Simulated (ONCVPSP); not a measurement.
# What one change does to a pseudopotential (Au (Z = 79), ONCV)

```json
{
  "Element": "gold (Au)",
  "Generator": "ONCVPSP 4.0.1",
  "Type": "optimised norm-conserving Vanderbilt (ONCV)",
  "Functional": "LDA (Perdew-Wang 92)",
  "Relativity": "scalar-relativistic",
  "Frozen core": "[Kr] 4d10 4f14",
  "Valence charge": "19",
  "Reference configuration": "5s2 5p6 5d10 6s1",
  "Partial waves": "5s+6s: rc 1.25 bohr, ncon 4, nbas 7, qcut 7.6 1/bohr, 2 projectors; 5p: rc 1.10 bohr, ncon 4, nbas 8, qcut 6.1 1/bohr, 2 projectors, debl 3 Ha; 5d: rc 2.15 bohr, ncon 4, nbas 8, qcut 8.8 1/bohr, 2 projectors, debl 3 Ha; f scattering state at 0.14 Ha: rc 1.80 bohr, ncon 5, nbas 9, qcut 7 1/bohr, 2 projectors, debl 2.9 Ha",
  "Local potential": "polynomial inside 0.85 bohr (lpopt 5, dvloc0 4 Ha)",
  "Core correction": "none"
}
```

Change: local potential polynomial inside 0.80 bohr (lpopt 5, dvloc0 1 Ha).

Cutoffs: the cutoffs (Ha) at which the residual kinetic energy of the hardest occupied pseudo-wave falls to 1 and 0.1 mHa per electron; they do not see the model core or the augmentation charge, which bear on the density cutoff. Errors are all-electron minus pseudo energies relative to the spin-unpolarised reference configuration.

**Question.** What does the change do?

**Answer.** The potential gets neither clearly harder nor softer (158 Ha and 182 Ha → 158 Ha and 182 Ha); both files keep a bound ghost (s); of the 4 tests that both files solve, the error grows in 1 and shrinks in 0 by more than 15 % and 0.3 meV (median size 4.2 → 4.7 meV).

| quantity | base | changed |
| --- | --- | --- |
| cutoff, loose | 158 Ha | 158 Ha |
| cutoff, tight | 182 Ha | 182 Ha |
| bound ghosts | s | s |
| GHOST(+) flags under 300 eV | none | p at 254.5 eV |
| error for 5s2 5p6 5d10 6s0, meV [ΔE 9.77 eV] | -2.7 | -3.1 |
| error for 5s2 5p6 5d9 6s0, meV [ΔE 31.27 eV] | -5.6 | -6.2 |
| error for 5s2 5p6 5d8 6s0, meV [ΔE 65.44 eV] | -13 | -14 |
| error for 5s2 5p6 5d10 6s0 6p1, meV [ΔE 5.40 eV] | -1.0 | -1.3 |
| s: phases at 1.27 bohr within 0.05 rad from the reference energy up to (Ha; the scan ends near 5) | to the end of the scan | to the end of the scan |
| p: phases at 1.11 bohr within 0.05 rad from the reference energy up to (Ha; the scan ends near 5) | to the end of the scan | to the end of the scan |
| d: phases at 2.18 bohr within 0.05 rad from the reference energy up to (Ha; the scan ends near 5) | to the end of the scan | to the end of the scan |
| f: phases at 1.83 bohr within 0.05 rad from the reference energy up to (Ha; the scan ends near 5) | to the end of the scan | to the end of the scan |

 A true bound ghost makes a file unfit for plane-wave use even where its test errors are small: the radial tests pick states by their node count and pass the ghost by.
